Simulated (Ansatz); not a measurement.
Input file for CH$_{5}$AlF$_{2}$Si (`[CH3][Al]([F])[SiH2]F`):

```yaml
crystal:
  periodic: [false, false, false]
  atoms:
    - {symbol: C, position_ang: [-0.792879, -1.811011, 0.067259]}
    - {symbol: Al, position_ang: [0.508844, -0.422682, 0.437490]}
    - {symbol: F, position_ang: [1.827500, -0.798679, 1.367708]}
    - {symbol: Si, position_ang: [0.471635, 1.925917, -0.314470]}
    - {symbol: F, position_ang: [-0.848480, 2.175906, -1.210558]}
    - {symbol: H, position_ang: [-0.320333, -2.664242, -0.429626]}
    - {symbol: H, position_ang: [-1.230209, -2.189450, 0.996795]}
    - {symbol: H, position_ang: [-1.606330, -1.454676, -0.569098]}
    - {symbol: H, position_ang: [0.426252, 2.899348, 0.813224]}
    - {symbol: H, position_ang: [1.647200, 2.288470, -1.155825]}
basis:
  gaussian: {orbitals: def2-TZVPP}
correlation: {method: ccsd_t}
```

```sh
$ ansatz run in.yaml --threads 4 --pin off --events-out ev --progress --plain --max-ram 10444MiB
```

Log, shortened:

```
Functional definition: HF
1474 factors; integrals over basis functions are off by at most 8.3e-4 eV
mean field evaluation 1: about -20969.1448 eV, gradient 4.7e1 eV
mean field evaluation 2: about -20969.3096 eV, gradient 4.8e1 eV
mean field evaluation 4: about -20973.9131 eV, gradient 3.5e0 eV
mean field evaluation 8: about -20973.9927 eV, gradient 2.5e-1 eV
mean field -20973.99304078 eV, -770.7800275654 hartree, gradient 2.7e-6 eV, S^2 0.000000; 0 other end points of the search recorded, 0 dependent functions left out
13 core orbitals not correlated: weight in the atoms' cores, before any rotation towards them, 1.000 or more for the frozen orbitals, at most 0.000 for the correlated occupied ones
reference -20973.99304078 eV, -770.7800275654 hartree; 15, 15 occupied and 219, 219 virtual orbitals, 1474 factors
second order -23.75499826 eV of doubles, -0.00000000 eV of singles
cycle   1  -24.13037174 eV  change   -3.8e-1 eV  update   1.1e-1
cycle   2  -24.66504819 eV  change   -5.3e-1 eV  update   3.3e-2
cycle   3  -24.80442365 eV  change   -1.4e-1 eV  update   1.7e-2
cycle   4  -24.79055447 eV  change    1.4e-2 eV  update   3.7e-3
cycle   5  -24.78804939 eV  change    2.5e-3 eV  update   1.6e-3
cycle   6  -24.78896004 eV  change   -9.1e-4 eV  update   4.9e-4
cycle   7  -24.78878346 eV  change    1.8e-4 eV  update   1.8e-4
cycle   8  -24.78867392 eV  change    1.1e-4 eV  update   5.7e-5
cycle   9  -24.78869196 eV  change   -1.8e-5 eV  update   2.2e-5
perturbative correction -0.76964964 eV, -0.0282841025 hartree
Total energy: -20999.55138237 eV, -771.7192792951 hartree
```

Hardware: 4 threads of an Intel Xeon Platinum 8488C on a shared host. Wall time 75 s, peak host memory 5 GiB.

Correlation energy per correlated electron: -0.852 eV. T1 diagnostic: 0.0122.
